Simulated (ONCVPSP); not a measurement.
tin (Sn): ONCV pseudisation with PBE, scalar-relativistic reference atom.

tin, optimised norm-conserving Vanderbilt (ONCV), made with ONCVPSP 4.0.1 (PBE, scalar-relativistic). Core [Kr] 4d10, reference 5s2 5p1 (charge +1). Waves: 5s: rc 1.95 bohr, ncon 4, nbas 8, qcut 2.9 1/bohr, 2 projectors, debl 2.5 Ha; 5p: rc 1.80 bohr, ncon 3, nbas 8, qcut 5.1 1/bohr, 2 projectors, debl 2 Ha; d scattering state at 0.28 Ha: rc 2.00 bohr, ncon 4, nbas 8, qcut 4.8 1/bohr, 1 projector. Local part: polynomial inside 1.70 bohr (lpopt 5, dvloc0 0 Ha). Core correction: polynomial model core, fcfact 0.4.

**Question.** Estimate the cutoffs (Ha) at which the residual kinetic energy of the hardest occupied pseudo-wave falls to 1 and 0.1 mHa per electron.

**Answer.** 18 Ha and 41 Ha. The cutoffs count occupied waves only; projector 1 of the d channel, the hardest unoccupied one, needs 55 Ha at the loose tolerance.

**Question.** Does the potential have ghost states?

**Answer.** Ghosts flagged at negative energy: p at -68.1 eV (a further GHOST(-) flag falls on a real empty level of the atom); GHOST(+) flagged for s at 43.4 eV. A true bound ghost makes a file unfit for plane-wave use.

**Question.** Which valence shell sets the plane-wave cutoff?

**Answer.** 5s: 18 Ha for 1 mHa per electron, against 6 Ha for 5p.

**Question.** Tests: 5s2 5p2; 5s2 5p0; 5s1 5p0; 5s2 5p1.5. Which has the largest error in its energy relative to the reference configuration, and how large is it?

**Answer.** 5s1 5p0, with -234 meV (all-electron minus pseudo) on +44.92 eV.
